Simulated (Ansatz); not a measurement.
The multiplicity is imposed and other spin states were not computed.

Method: PBE-D3(BJ)/def2-SVP (Ansatz, a program for electronic structure). No frequencies were computed at this level.

Ansatz 0.2 input:
```yaml
crystal:
  periodic: [false, false, false]
  atoms:
    - { symbol: Zn, position_ang: [0.388729, -0.195668, 0.419791] }
    - { symbol: O, position_ang: [-0.630304, -1.474334, -0.109456] }
    - { symbol: H, position_ang: [-0.771195, -2.352588, 0.23401] }
    - { symbol: S, position_ang: [0.551435, 1.961291, -0.052029] }
    - { symbol: H, position_ang: [1.578206, 2.289699, 0.714151] }
basis:
  gaussian: { orbitals: def2-svp }
hamiltonian:
  xc: pbe
  dispersion: d3bj
relax:
  max_steps: 150
```

Output:

```
Functional definition: PBE
822 factors; their error is unknown
mean field evaluation 1: about -61299.1275 eV, gradient 7.6e1 eV
mean field evaluation 2: about -61179.3772 eV, gradient 2.1e2 eV
mean field evaluation 4: about -61307.9685 eV, gradient 2.5e1 eV
mean field evaluation 8: about -61309.1917 eV, gradient 1.3e-1 eV
mean field evaluation 16: about -61309.1475 eV, gradient 2.0e-4 eV
mean field -61309.14754248 eV, -2253.0696153534 hartree, gradient 2.1e-5 eV, S^2 0.000000; 0 other end points of the search recorded, 0 dependent functions left out
reference -61309.14758366 eV, -2253.0696168668 hartree; 28, 28 occupied and 45, 45 virtual orbitals, 822 factors
relax step   1: F+E_penalty+E_count = -61309.22674804 eV  Δ(F+E_penalty+E_count) = +0.000e0 eV  max|allowed force component| = 1.671e0 eV/Å  Δτ_max = 0.0000 Å  (26 SCF iters, accepted)
these checks for a lower state are left out or cut short: starts, cluster_reference, orbital_swaps, neighbouring_geometries, increment
822 factors; their error is unknown
mean field -61309.37462471 eV, -2253.0779604713 hartree, gradient 9.5e-6 eV, S^2 0.000000; 0 other end points of the search recorded, 0 dependent functions left out
reference -61309.37466580 eV, -2253.0779619814 hartree; 28, 28 occupied and 45, 45 virtual orbitals, 822 factors
relax step   2: F+E_penalty+E_count = -61309.45256128 eV  Δ(F+E_penalty+E_count) = -2.258e-1 eV  max|allowed force component| = 5.440e-1 eV/Å  Δτ_max = 0.1949 Å  (30 SCF iters, accepted)
these checks for a lower state are left out or cut short: starts, cluster_reference, orbital_swaps, neighbouring_geometries, increment
822 factors; their error is unknown
mean field -61309.47752757 eV, -2253.0817420817 hartree, gradient 4.4e-5 eV, S^2 0.000000; 0 other end points of the search recorded, 0 dependent functions left out
reference -61309.47756851 eV, -2253.0817435861 hartree; 28, 28 occupied and 45, 45 virtual orbitals, 822 factors
relax step   3: F+E_penalty+E_count = -61309.55485038 eV  Δ(F+E_penalty+E_count) = -1.023e-1 eV  max|allowed force component| = 7.691e-1 eV/Å  Δτ_max = 0.1959 Å  (32 SCF iters, accepted)
these checks for a lower state are left out or cut short: starts, cluster_reference, orbital_swaps, neighbouring_geometries, increment
822 factors; their error is unknown
mean field evaluation 32: about -61309.0606 eV, gradient 1.2e1 eV
mean field -61309.51331422 eV, -2253.0830572168 hartree, gradient 5.1e-5 eV, S^2 0.000000; 0 other end points of the search recorded, 0 dependent functions left out
reference -61309.51335487 eV, -2253.0830587108 hartree; 28, 28 occupied and 45, 45 virtual orbitals, 822 factors
relax step   4: F+E_penalty+E_count = -61309.59080512 eV  Δ(F+E_penalty+E_count) = -3.595e-2 eV  max|allowed force component| = 1.237e0 eV/Å  Δτ_max = 0.1947 Å  (31 SCF iters, accepted)
these checks for a lower state are left out or cut short: starts, cluster_reference, orbital_swaps, neighbouring_geometries, increment
822 factors; their error is unknown
mean field -61309.58187282 eV, -2253.0855766989 hartree, gradient 2.0e-5 eV, S^2 0.000000; 0 other end points of the search recorded, 0 dependent functions left out
reference -61309.58191368 eV, -2253.0855782004 hartree; 28, 28 occupied and 45, 45 virtual orbitals, 822 factors
relax step   5: F+E_penalty+E_count = -61309.65969584 eV  Δ(F+E_penalty+E_count) = -6.889e-2 eV  max|allowed force component| = 2.873e-1 eV/Å  Δτ_max = 0.0855 Å  (29 SCF iters, accepted)
these checks for a lower state are left out or cut short: starts, cluster_reference, orbital_swaps, neighbouring_geometries, increment
822 factors; their error is unknown
mean field -61309.59078514 eV, -2253.0859042208 hartree, gradient 8.6e-5 eV, S^2 0.000000; 0 other end points of the search recorded, 0 dependent functions left out
reference -61309.59082571 eV, -2253.0859057116 hartree; 28, 28 occupied and 45, 45 virtual orbitals, 822 factors
relax step   6: F+E_penalty+E_count = -61309.66914855 eV  Δ(F+E_penalty+E_count) = -9.453e-3 eV  max|allowed force component| = 1.698e-1 eV/Å  Δτ_max = 0.0794 Å  (24 SCF iters, accepted)
these checks for a lower state are left out or cut short: starts, cluster_reference, orbital_swaps, neighbouring_geometries, increment
822 factors; their error is unknown
mean field -61309.59991305 eV, -2253.0862396653 hartree, gradient 5.8e-5 eV, S^2 0.000000; 0 other end points of the search recorded, 0 dependent functions left out
reference -61309.59995384 eV, -2253.0862411642 hartree; 28, 28 occupied and 45, 45 virtual orbitals, 822 factors
relax step   7: F+E_penalty+E_count = -61309.67814208 eV  Δ(F+E_penalty+E_count) = -8.994e-3 eV  max|allowed force component| = 1.141e-1 eV/Å  Δτ_max = 0.0338 Å  (25 SCF iters, accepted)
these checks for a lower state are left out or cut short: starts, cluster_reference, orbital_swaps, neighbouring_geometries, increment
822 factors; their error is unknown
mean field -61309.59328264 eV, -2253.0859960020 hartree, gradient 5.7e-5 eV, S^2 0.000000; 0 other end points of the search recorded, 0 dependent functions left out
reference -61309.59332339 eV, -2253.0859974997 hartree; 28, 28 occupied and 45, 45 virtual orbitals, 822 factors
relax step   8: F+E_penalty+E_count = -61309.67149295 eV  Δ(F+E_penalty+E_count) = +6.649e-3 eV  max|allowed force component| = 3.334e-1 eV/Å  Δτ_max = 0.1698 Å  (30 SCF iters, rejected (line search))
these checks for a lower state are left out or cut short: starts, cluster_reference, orbital_swaps, neighbouring_geometries, increment
822 factors; their error is unknown
mean field evaluation 64: about -61309.6034 eV, gradient 5.1e-4 eV
mean field -61309.60337350 eV, -2253.0863668343 hartree, gradient 5.0e-6 eV, S^2 0.000000; 0 other end points of the search recorded, 0 dependent functions left out
reference -61309.60341440 eV, -2253.0863683375 hartree; 28, 28 occupied and 45, 45 virtual orbitals, 822 factors
relax step   9: F+E_penalty+E_count = -61309.68159072 eV  Δ(F+E_penalty+E_count) = -3.449e-3 eV  max|allowed force component| = 2.640e-2 eV/Å  Δτ_max = 0.0848 Å  (30 SCF iters, accepted)
these checks for a lower state are left out or cut short: starts, cluster_reference, orbital_swaps, neighbouring_geometries, increment
822 factors; their error is unknown
mean field -61309.60354333 eV, -2253.0863730756 hartree, gradient 6.7e-5 eV, S^2 0.000000; 0 other end points of the search recorded, 0 dependent functions left out
reference -61309.60358424 eV, -2253.0863745788 hartree; 28, 28 occupied and 45, 45 virtual orbitals, 822 factors
relax step  10: F+E_penalty+E_count = -61309.68176771 eV  Δ(F+E_penalty+E_count) = -1.770e-4 eV  max|allowed force component| = 5.091e-3 eV/Å  Δτ_max = 0.0095 Å  (25 SCF iters, accepted)
822 factors; their error is unknown
mean field -61309.60354333 eV, -2253.0863730756 hartree, gradient 6.7e-5 eV, S^2 0.000000; 1 other end points of the search recorded, 0 dependent functions left out
reference -61309.60358424 eV, -2253.0863745788 hartree; 28, 28 occupied and 45, 45 virtual orbitals, 822 factors
Total energy: -61309.68180861 eV, -2253.0892492715 hartree
Atom 0 at     0.020783     0.018203     0.022466 Å, force     0.005091     0.003245     0.000049 eV/Å
Atom 1 at    -0.299631    -1.721205    -0.220778 Å, force    -0.001577     0.002438     0.003065 eV/Å
Atom 2 at    -0.761371    -2.111672     0.544530 Å, force    -0.001256    -0.002036    -0.002403 eV/Å
Atom 3 at     0.465785     2.141894     0.154983 Å, force    -0.001595    -0.004947     0.000527 eV/Å
Atom 4 at     1.691304     1.901181     0.705267 Å, force    -0.000663     0.001300    -0.001238 eV/Å
Dipole moment:     0.011436    -0.122149     0.330156 e Å
```

Cost: roughly 11 core-seconds.
